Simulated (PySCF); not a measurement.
## Computed properties of 1-hydroxysilylpropan-2-one (C3H8O2Si), SMILES CC(=O)C[SiH2]O

1-hydroxysilylpropan-2-one (C₃H₈O₂Si), SMILES CC(=O)C[SiH2]O. Coordinates come from a PBE0-D3(BJ)/def2-SVP optimisation. The values are those of a single conformer. All values are computed for the isolated molecule unless a solvent is named; none is compared with measurement here.

**Structure.** All 36 harmonic modes at PBE0-D3(BJ)/def2-SVP (PySCF) are real, so it is a minimum. With heavy atoms numbered as in [CH3:1][C:2](=[O:3])[CH2:4][SiH2:5][OH:6], the shortest bond between them is C2–O3 at 1.218 Å and the longest C4–Si5 at 1.904 Å.

**Vibrations.** The strongest infrared lines (harmonic, unscaled, degenerate partners summed) lie at 1039 cm⁻¹ (255 km/mol, H 82 %, O 9 %), 3710 cm⁻¹ (231 km/mol, H 94 %), 1814 cm⁻¹ (178 km/mol, C 63 %, O 35 %). The softest mode is at 52 cm⁻¹ and the zero-point energy is 67.2 kcal/mol.

**Electronic structure.** HF/def2-TZVP (PySCF) places the frontier levels at -11.49 and 3.14 eV, a gap of 14.63 eV, and gives a dipole moment of 4.22 D and a mean polarisability of 61.1 bohr³. PBE/def2-TZVP (PySCF) at the same geometry gives -6.12 and -2.00 eV, so its gap is 10.51 eV narrower. An orbital gap is neither the optical nor the fundamental gap.

**Excitations.** TDA-B3LYP/def2-SVPD (PySCF) has S1 at 4.53 eV (273 nm, f = 0.003, weak); the most intense of the 10 singlets computed lies at 6.86 eV (f = 0.10). T1 (TDA) is at 4.00 eV, 0.53 eV under S1. TDA-PBE/def2-SVPD (PySCF) puts S1 at 4.32 eV. No vertical singlet excitation falls in the visible range (under 3.1 eV).

**NMR.** GIAO shifts at PBE0/pcSseg-1 (PySCF) (non-relativistic, atoms alike by connectivity averaged): ¹³C from 34.9 to 218.8 ppm against TMS; ¹H from 2.3 to 5.2 ppm against TMS; ²⁹Si at -19.9 ppm against TMS.

**Solvation.** SMD-B3LYP/6-31G* (PySCF) gives -5.2 kcal/mol in water, -7.2 kcal/mol in 2-propanol, -6.2 kcal/mol in dimethylsulfoxide (1 M in both phases, gas-phase geometry); of these solvents 2-propanol holds the molecule best.
